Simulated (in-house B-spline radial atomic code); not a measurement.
Whole-atom quantities along the 15-electron series, configuration [Ne] 3s2 3p3. Computed with an all-electron radial atomic-structure program (B-spline basis): non-relativistic Hartree-Fock, average of the configuration, point nuclei.

This level leaves out relativity, spin-orbit splitting included, which matters for heavy ions.

```json
{"ion": "Te37+", "Z": "52", "E/Z² (Eh)": "-2.0226", "Σ<r²> (bohr²)": "0.60558", "n(0)/Z³ (bohr⁻³)": "0.70811", "Lamb diamagnetic shielding (ppm)": "3956.88", "repulsion over attraction": "0.056388"}
{"ion": "I38+", "Z": "53", "E/Z² (Eh)": "-2.0271", "Σ<r²> (bohr²)": "0.57937", "n(0)/Z³ (bohr⁻³)": "0.70867", "Lamb diamagnetic shielding (ppm)": "4037.75", "repulsion over attraction": "0.055376"}
{"ion": "Xe39+", "Z": "54", "E/Z² (Eh)": "?", "Σ<r²> (bohr²)": "?", "n(0)/Z³ (bohr⁻³)": "?", "Lamb diamagnetic shielding (ppm)": "?", "repulsion over attraction": "?"}
{"ion": "Cs40+", "Z": "55", "E/Z² (Eh)": "-2.0358", "Σ<r²> (bohr²)": "0.53183", "n(0)/Z³ (bohr⁻³)": "0.70973", "Lamb diamagnetic shielding (ppm)": "4199.49", "repulsion over attraction": "0.053457"}
{"ion": "Ba41+", "Z": "56", "E/Z² (Eh)": "-2.0399", "Σ<r²> (bohr²)": "0.51023", "n(0)/Z³ (bohr⁻³)": "0.71024", "Lamb diamagnetic shielding (ppm)": "4280.35", "repulsion over attraction": "0.052546"}
{"ion": "La42+", "Z": "57", "E/Z² (Eh)": "-2.0439", "Σ<r²> (bohr²)": "0.48993", "n(0)/Z³ (bohr⁻³)": "0.71072", "Lamb diamagnetic shielding (ppm)": "4361.22", "repulsion over attraction": "0.051666"}
{"ion": "Ce43+", "Z": "58", "E/Z² (Eh)": "?", "Σ<r²> (bohr²)": "?", "n(0)/Z³ (bohr⁻³)": "?", "Lamb diamagnetic shielding (ppm)": "?", "repulsion over attraction": "?"}
{"ion": "Pr44+", "Z": "59", "E/Z² (Eh)": "-2.0514", "Σ<r²> (bohr²)": "0.4528", "n(0)/Z³ (bohr⁻³)": "0.71165", "Lamb diamagnetic shielding (ppm)": "4522.96", "repulsion over attraction": "0.04999"}
{"ion": "Nd45+", "Z": "60", "E/Z² (Eh)": "-2.055", "Σ<r²> (bohr²)": "0.4358", "n(0)/Z³ (bohr⁻³)": "0.71209", "Lamb diamagnetic shielding (ppm)": "4603.83", "repulsion over attraction": "0.049192"}
{"ion": "Pm46+", "Z": "61", "E/Z² (Eh)": "?", "Σ<r²> (bohr²)": "?", "n(0)/Z³ (bohr⁻³)": "?", "Lamb diamagnetic shielding (ppm)": "?", "repulsion over attraction": "?"}
{"ion": "Sm47+", "Z": "62", "E/Z² (Eh)": "-2.0619", "Σ<r²> (bohr²)": "0.40457", "n(0)/Z³ (bohr⁻³)": "0.71293", "Lamb diamagnetic shielding (ppm)": "4765.56", "repulsion over attraction": "0.04767"}
```

(1) Fill in the row of Xe39+.

(2) Fill in the row of Ce43+.

(3) Fill in the row of Pm46+.

(4) With what power of Z does the column «Σ<r²> (bohr²)» change over this range?

Answers

(1) E/Z² (Eh): -2.0315; Σ<r²> (bohr²): 0.55483; n(0)/Z³ (bohr⁻³): 0.70921; Lamb diamagnetic shielding (ppm): 4118.62; repulsion over attraction: 0.0544.

(2) E/Z² (Eh): -2.0477; Σ<r²> (bohr²): 0.47081; n(0)/Z³ (bohr⁻³): 0.71119; Lamb diamagnetic shielding (ppm): 4442.09; repulsion over attraction: 0.050814.

(3) E/Z² (Eh): -2.0585; Σ<r²> (bohr²): 0.41975; n(0)/Z³ (bohr⁻³): 0.71252; Lamb diamagnetic shielding (ppm): 4684.69; repulsion over attraction: 0.048419.

(4) A fit of the logarithm of its size against log Z from Z = 52 to 62 has slope -2.29. Unscreened non-relativistic hydrogenic orbitals would give -2.
